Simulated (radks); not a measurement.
Rb-, configuration [Kr] 5s2.

Method: scalar-relativistic Kohn-Sham, LDA (Slater exchange, Perdew-Wang correlation), spin-unpolarised, spherical densities, finite nucleus; Fermi nuclear charge, rms radius 4.2036 fm; hard spherical wall at 2.5 bohr; computed with a radial shooting solver on a logarithmic mesh with Libxc functionals.

Energy parts (eV):
total: -80767.723
kinetic: 83719.407
electron-nucleus: -197650.390
Hartree: 35869.698
exchange-correlation: -2706.439

Orbitals (lengths in bohr, moments of r in powers of bohr; r(90%) holds 90 % of the orbital's charge):
orbital  occ.  eigenvalue (eV)  r(90%)      <r>
1s          2        -14950.74  0.0722  0.04034
2s          2        -1949.926   0.275   0.1782
2p          6        -1723.526   0.253   0.1553
3s          2        -244.6993   0.765   0.5141
3p          6        -172.3588   0.799   0.5234
3d         10         -52.4185   0.882   0.5370
4s          2          10.6383    1.87    1.338
4p          6          28.9949    1.93    1.405
4d          0          59.5227    2.01    1.485
5s          2         108.7620    2.15    1.493
5p          0         127.1740    2.15    1.461
6s          0         267.3244    2.22    1.437

The highest occupied level is 5s at 108.76 eV. The configuration is held as typed, so some empty levels lie below it. The electron density at the nucleus is 5.57e+04 e/bohr^3 (large components only).
